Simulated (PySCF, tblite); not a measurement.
Species: C5H6F4O2.
Atom-mapped SMILES: `[F:1][CH:2]([F:3])[O:4][C@@H:5]([F:6])[C@@H:7]1[O:8][CH2:9][C@H:10]1[F:11]` (hydrogens: H12 on C2; H13 on C5; H14 on C7; H15, H16 on C9; H17 on C10)

Structure used (GFN2-xTB), in Å, numbered top down from 1:
```xyz
17
C5H6F4O2 angstrom
F      2.6175   -1.6473   -0.2545
C      2.6366   -0.2934   -0.3281
F      3.1363    0.0191   -1.5214
O      1.3663    0.2076   -0.2654
C      0.7305    0.0597    0.9632
F      1.4320    0.7657    1.9073
C     -0.6933    0.6086    0.8521
O     -1.6307   -0.1205    1.6377
C     -2.4907   -0.3604    0.5164
C     -1.4651    0.2689   -0.4302
F     -1.9088    1.3452   -1.1352
H      3.3127    0.0785    0.4619
H      0.7189   -0.9872    1.3066
H     -0.6883    1.6776    1.0924
H     -3.4198    0.2096    0.5899
H     -2.7016   -1.4211    0.3768
H     -0.9595   -0.3985   -1.1301
```

Method used: PBE0/pcSseg-1 in PySCF (dipole) on a GFN2-xTB geometry, gas phase.

Masses are those of the commonest isotopes; rigid-rotor values at the optimised geometry. The values belong to one conformer with, in the numbering `[F:1][CH:2]([F:3])[O:4][C@@H:5]([F:6])[C@@H:7]1[O:8][CH2:9][C@H:10]1[F:11]`, F1–C2–O4–C5 69°, C2–O4–C5–F6 63°, O4–C5–C7–O8 145°.

Q: Give the principal moments of inertia and the rotational constants in MHz.

A: Ia = 286.36, Ib = 815.95, Ic = 924.59 u·Å²; 505379 MHz·u·Å²/I gives A = 1765, B = 619.4, C = 546.6 MHz.

Q: What kind of rotor is it?

A: An asymmetric top. Ray's parameter κ = (2B − A − C)/(A − C) = -0.881; −1 is the prolate and +1 the oblate limit.

Q: What does the inertial defect say?

A: Not planar: Δ = Ic − Ia − Ib = -177.72 u·Å². For a rigid frame Δ = −2 Σ m c², so Σ m c² = 88.86 u·Å² lies off the ab plane: 8.54 from hydrogen and 80.32 from heavier atoms. The atom farthest from that plane is 2.05 Å away.

Q: Which lines would a microwave search look for?

A: The dipole components are |μa| = 0.60 D, |μb| = 0.32 D, |μc| = 1.04 D. Intensities carry the squares of the components, which stand as 0.33 : 0.10 : 1.00 (a : b : c). Some lines, for components of 0.1 D or more:

| type | branch | J(Ka,Kc) | MHz | lower level (cm⁻¹) |
| --- | --- | --- | --- | --- |
| a | Q | 4(1,3) ← 4(1,4) | 727 | 0.416 |
| c | Q | 3(1,3) ← 3(0,3) | 978 | 0.233 |
| c | Q | 2(1,2) ← 2(0,2) | 1076 | 0.117 |
| b | R | 2(0,2) ← 1(1,1) | 1183 | 0.077 |
| b | Q | 3(1,2) ← 3(0,3) | 1415 | 0.233 |
| b | Q | 4(1,3) ← 4(0,4) | 1586 | 0.387 |
| a | R | 2(1,2) ← 1(1,1) | 2259 | 0.077 |
| b | R | 1(1,1) ← 0(0,0) | 2311 | 0.000 |
| a | R | 2(0,2) ← 1(0,1) | 2329 | 0.039 |
| c | R | 1(1,0) ← 0(0,0) | 2384 | 0.000 |
| c | Q | 3(2,2) ← 3(1,2) | 3329 | 0.280 |
| b | R | 2(1,2) ← 1(0,1) | 3405 | 0.039 |
| a | R | 3(0,3) ← 2(0,2) | 3485 | 0.117 |
| b | R | 4(0,4) ← 3(1,3) | 3653 | 0.265 |
| b | Q | 4(2,3) ← 4(1,4) | 3915 | 0.416 |
| a | R | 4(1,4) ← 3(1,3) | 4512 | 0.265 |
| a | R | 4(3,2) ← 3(3,1) | 4670 | 0.588 |
| c | R | 3(1,2) ← 2(0,2) | 4899 | 0.117 |
| c | Q | 4(3,2) ← 4(2,2) | 5870 | 0.548 |
| c | R | 3(2,1) ← 2(1,1) | 6951 | 0.160 |
| b | R | 4(2,3) ← 3(1,2) | 7991 | 0.280 |
| c | R | 4(2,3) ← 3(1,3) | 8427 | 0.265 |
| c | R | 3(3,0) ← 2(2,0) | 9406 | 0.274 |
| b | R | 4(4,1) ← 3(3,0) | 12937 | 0.588 |
| c | R | 4(4,0) ← 3(3,0) | 12937 | 0.588 |
| c | R | 4(4,1) ← 3(3,1) | 12937 | 0.588 |

Q: Estimate the classical rotational partition function at 10 K, 200 K and 500 K.

A: Point group C1, symmetry number σ = 1; q = (√π/σ)·√((kT/h)³/(ABC)), k/h = 20836.6 MHz/K: 6900 at 10 K, 617000 at 200 K, 2440000 at 500 K.

Its GFN2-xTB frequencies are all real (lowest 20 cm⁻¹). Constants of a rigid frame at the computed geometry: no zero-point averaging, no centrifugal distortion.
